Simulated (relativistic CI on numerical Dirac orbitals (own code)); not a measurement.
**Line list: Forbidden lines, Mn XVI**

Method of calculation: Dirac-Coulomb-Breit CI, separate exchange-only KLI orbitals for each configuration, model QED (radiative potential, 1s self-energy scaled to tabulated hydrogen-like ionisation energies), unscaled Slater integrals (own radial code, finite nucleus).

Configuration list (outside the closed core 1s2): 2s2 2p6, 2s2 2p5 3s, 2s2 2p5 3p, 2s2 2p5 3d, 2s 2p6 3s, 2s 2p6 3p, 2s 2p6 3d, 2s2 2p5 4s, 2s2 2p5 4p, 2s2 2p5 4d, 2s2 2p5 4f, 2s2 2p5 5s, 2s2 2p4 3s2, 2s2 2p5 5p, 2s 2p6 4s, 2s2 2p5 5d, 2s2 2p5 5f, 2s2 2p5 5g, 2s 2p6 4p, 2s2 2p4 3s 3p, 2s 2p6 4d, 2s 2p6 4f, 2s2 2p4 3p2, 2s2 2p4 3s 3d, 2s2 2p4 3p 3d, 2s 2p5 3s2, 2s 2p6 5s, 2s 2p5 3s 3p, 2s2 2p4 3d2, 2s 2p6 5p, 2s 2p6 5d, 2s 2p6 5f, 2s 2p6 5g, 2s 2p5 3p2, 2s 2p5 3s 3d, 2s 2p5 3p 3d. Levels of other configurations are missing.

```tsv
λ vac (Å)	Lower	Upper	Type	A (s⁻¹)	E lower (10³ cm⁻¹)	E upper (10³ cm⁻¹)
14.455	2s2 2p6 1S_0 [1]	2s 2p6 3d 1D_2 [37]	E2	8.13e+09	0.0	6917.9
17.786	2s2 2p6 1S_0 [1]	2s2 2p5 3p 3D_2 [14]	E2	4.83e+08	0.0	5622.3
18.023	2s2 2p6 1S_0 [1]	2s2 2p5 3p 3P_2 [10]	E2	3.98e+08	0.0	5548.5
18.127	2s2 2p6 1S_0 [1]	2s2 2p5 3p 3D_2 [7]	E2	3.63e+08	0.0	5516.5
19.014	2s2 2p6 1S_0 [1]	2s2 2p5 3s 3P°_2 [2]	M2	1.44e+05	0.0	5259.4
1419.6	2s2 2p5 3s 1P°_1 [3]	2s2 2p5 3s 3P°_0 [4]	M1	8.93e+03	5273.9	5344.4
```

Terms are leading LS components. Brackets give the number of a level in order of energy, since labels repeat. The list gives strong lines, with weight on those to low levels, among the lowest 157 of 838 levels, so that lines to higher ones, which can be the strongest, are missing. Levels whose partners in the same complex of configurations lie outside the list can be far off, and so can their lines. Rates are taken at the computed energies, electric ones in the length gauge.

At this charge energies of transitions that change n are usually good to better than 1 %, and those within a shell (Δn = 0) to a few per cent.

LS names give the leading component of a level, which can be under half, so a name can repeat, a term be missing and a line seem to break the LS rules.
